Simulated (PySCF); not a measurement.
Sn(Me)(Cl)2 (CH₃Cl₂Sn), SMILES [CH3][Sn]([Cl])[Cl], multiplicity 2.

Geometry: PBE0-D3(BJ)/def2-SVP. The spin state was assumed, not searched. The isomer is the one that the SMILES or the coordinates give; other isomers of the formula were not compared. The def2 effective core potentials stand for the cores of Sn; spin–orbit coupling is left out.

Method: PySCF with TDA-PBE/def2-SVPD.

Vertical excitations. 

```tsv
state	energy (eV)	λ (nm)	f	main pairs
root 1	2.45	507	0.000	β HOMO→LUMO 100 %
root 2	2.58	481	0.010	β HOMO−1→LUMO 97 %
root 3	2.70	459	0.013	β HOMO−2→LUMO 97 %
root 4	3.08	402	0.010	β HOMO−3→LUMO 95 %
root 5	3.78	328	0.036	β HOMO−4→LUMO 91 %
root 6	4.15	298	0.018	β HOMO−5→LUMO 93 %
root 7	4.23	293	0.039	α HOMO→LUMO 97 %
root 8	4.57	271	0.065	α HOMO→LUMO+1 93 %
root 9	5.33	233	0.064	α HOMO→LUMO+2 87 %, β HOMO−6→LUMO 6 %
root 10	5.66	219	0.006	α HOMO→LUMO+3 11 %, β HOMO−6→LUMO 84 %
```
Unrestricted roots are not spin-pure.
